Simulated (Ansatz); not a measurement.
Isolated molecules relaxed with PBE0-D4/def2-TZVP in Ansatz; ΔE leaves out vibrations. CCSD(T)/CBS is the MP2 limit (def2-TZVPP, def2-QZVPP) plus CCSD(T) − MP2 in def2-TZVPP, frozen cores. Functionals use def2-TZVPP. HSE06 is defined as in plane-wave codes. For Mg outer-core shells are correlated without core-valence functions, which leaves a few kJ/mol of doubt a bond. Each species was taken in one conformer, which may not be the lowest.

`C[Si](C)(N)N` + `[F][Mg][SH]` → `C[S][Mg][F]` + `C[SiH](N)N`  (substitution at a C–Si bond)

`C[Si](C)(N)N`:

```xyz
15

C     1.541   -0.852   -0.019
Si   -0.062    0.104   -0.166
C    -1.005   -0.047    1.445
N    -0.841   -0.527   -1.563
N     0.086    1.794   -0.448
H     2.123   -0.501    0.838
H     1.361   -1.922    0.123
H     2.155   -0.730   -0.915
H    -1.165   -1.098    1.701
H    -0.461    0.413    2.275
H    -1.983    0.435    1.375
H    -1.721   -0.150   -1.873
H    -0.748   -1.498   -1.811
H     0.535    2.137   -1.281
H     0.185    2.439    0.318
```

`[F][Mg][SH]`:

Cartesian coordinates in Å:
```
F 0.740 -1.474 1.866
Mg 0.106 -0.617 0.480
S -0.736 0.472 -1.333
H -0.110 1.619 -1.013
```

`C[S][Mg][F]`:

Cartesian coordinates in Å:
```
C 0.774 0.293 0.869
S 0.810 -0.896 -0.519
Mg -1.207 -0.605 -1.530
F -2.760 -0.379 -2.308
H -0.025 0.071 1.576
H 1.726 0.194 1.390
H 0.682 1.322 0.522
```

`C[SiH](N)N`:

Z-matrix (Å, degrees):
```
C
Si 1 1.868
H 1 1.093 2 111.2
H 1 1.093 2 110.4 3 -120.0
H 1 1.094 2 111.4 3 120.6
N 2 1.714 1 117.3 3 59.8
N 2 1.717 1 105.8 3 -59.0
H 2 1.496 1 108.0 3 175.8
H 6 1.006 2 120.8 1 91.3
H 6 1.007 2 121.8 1 -61.1
H 7 1.007 2 120.3 1 179.7
H 7 1.006 2 120.7 1 -33.2
```

Q: Is it downhill or uphill in electronic energy at CCSD(T)/CBS, and by how much? (Estimate.)

A: Computed: Uphill: ΔE = +78.6 kJ/mol.

Q: What do these levels give: r2SCANh-D4, HSE06-D4, revPBE, r2SCANh, MP2/def2-SVP, HF/def2-QZVPP? (An estimate is asked.)

A: Computed: r2SCANh-D4 81.0, HSE06-D4 77.0, revPBE 68.5, r2SCANh 79.8, MP2/def2-SVP 77.7, HF/def2-QZVPP 71.9 kJ/mol.

Largest T1 diagnostic among the species: 0.011.

At CCSD(T), def2-SVP lies −3.1 kJ/mol from the extrapolated value and def2-TZVPP +1.3 kJ/mol. The D4 term adds +4.6 kJ/mol with B3LYP and +2.9 kJ/mol with PBE0; it sums over pairs of atoms, weighted by their polarisabilities, and B3LYP, whose exchange is more repulsive, gets the larger term.

B3LYP here is the variant with VWN-RPA as its local correlation; programs differ in this.
